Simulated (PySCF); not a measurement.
**Vibration and rotation of NaSn**

UHF-CCSD(T) constants of NaSn, ⁴Σ⁻ (quartet), unpaired electrons σ ↑, π ↑↑ (basis Na def2-SVP, Sn def2-SVP with ECP28; scalar-relativistic core potentials; PySCF 2.14; masses 22.9898 and 119.9022 u):

| Item | Value |
| --- | --- |
| ωe | 185.7 cm⁻¹ |
| ωexe | 0.631 cm⁻¹ |
| Be | 0.10044 cm⁻¹ |
| αe | 0.000561 cm⁻¹ |
| De to Na + Sn | 1.15 eV |

Task: What force constant and bond length do these constants imply?

Result: Reduced mass μred = 19.291 u; k = 5.8918×10⁻⁷·μred·ωe² (u, cm⁻¹, mdyn/Å) = 0.392 mdyn/Å; Re = √(16.8576/(μred·Be)) (u, cm⁻¹, Å) = 2.950 Å.

Task: Estimate the centrifugal constant D from the Kratzer relation and find the Dunham coefficient a1.

Result: D = 4Be³/ωe² = 1.18e-07 cm⁻¹; a1 = −1 − αeωe/(6Be²) = -2.72.

Correlated steps freeze 5 core orbitals. Correlated levels converge slowly with the basis: in double zeta they bind strong bonds too weakly, by up to about 1 eV, and carry superposition errors of some tenths. Spin–orbit coupling is left out, which matters for elements this heavy, above all for dissociation energies. The state was picked by a PBE0 search and need not be the measured ground state.
